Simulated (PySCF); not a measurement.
## Structure from NMR data

Molecular formula: C₅H₉NSi. Simulated spectra:

¹H NMR (500 MHz, computed): δ 6.84 (br s, 1H), 6.63 (br s, 1H), 4.58 (sept, 1H), 0.38 (d, 6H).

¹³C{¹H} NMR (computed): δ 153.9 (CH2), 131.3 (C), 123.7 (C), -3.2 (CH3).

In vacuum, one averaged value for each set of equivalent atoms, relativity neglected, one computed conformer. Geometry: GFN2-xTB; GIAO PBE0/pcSseg-1 shieldings; PySCF 2.14.0 with density-fitted response routines.

δ = σ(ref) − σ, references computed at the same level: ¹H (σ = 31.72 ppm) and ¹³C (σ = 186.93 ppm) against TMS.

Question: Which candidate is it?
A. C/N=C\C#CC[SiH3]
B. C=C[Si@H](N)C1C=C1
C. C=C(C#N)[SiH](C)C

Answer: C. 

Rings plus π bonds: 3 (no ring in the answer). 4 carbon signals for 5 carbons: some carbons are equivalent by symmetry or fast rotation. Carbon types of the structure: 2 × C, 1 × CH2, 2 × CH3, leaving 1 H on heteroatoms. δC 153.9: terminal =CH2 carbon; an sp2 carbon of a C=C bond. δC 131.3: fully substituted alkene carbon; an sp2 carbon of a C=C bond. δC 123.7: nitrile carbon; C≡N carbons fall here, among the sp2 signals but without a proton. δC -3.2: methyl carbon bonded to Si; an electropositive neighbour leaves it electron-rich and shielded. δH 6.84, 6.63: hydrogen on a terminal =CH2 carbon; a vinylic proton, deshielded by the sp2 carbon and the C=C anisotropy.

The others: C=C[Si@H](N)C1C=C1 would give 5 carbon signals, not 4; C/N=C\C#CC[SiH3] would give 5 carbon signals, not 4.

Shifts are as computed. Against solution values, carbons near 30 ppm lie about +3 ppm off and those near 130 ppm about +5 ppm. Of 1211 compounds with measured shifts, 218 miss one by over three times the rms of a fit or turn the order of signals round; such compounds aren't used in these exercises. Multiplicities follow the n + 1 count of equivalent neighbours, as no J values were calculated; m marks all less simple cases, F and P coupling included.
